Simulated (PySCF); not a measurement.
AsH₂, SMILES [AsH2], multiplicity 2. Geometry: PBE0-D3(BJ)/def2-TZVPD. The isomer is the one that the SMILES or the coordinates give; other isomers of the formula were not compared.

Computed with PBE0-D3(BJ)/def2-TZVPD in PySCF 2.14.0.

Harmonic wavenumbers (cm⁻¹): 1001, 2198, 2209. Rotational constants (GHz): 224.0, 212.4, 109.0; symmetry number 2.

Q: Work out the zero-point energy and the ideal-gas rigid-rotor harmonic-oscillator thermochemistry at 298.15 K and 1 atm.

A: ZPE = ½ Σ hcν = ½ × 5408 cm⁻¹ = 32.35 kJ/mol. H − E(el) = 42.36 kJ/mol. Entropy in J/(mol K): translation 162.91, rotation 56.12, vibration 0.39, spin 5.76, total 225.19. G − E(el) = -24.78 kJ/mol. Cp = 34.87 J/(mol K).
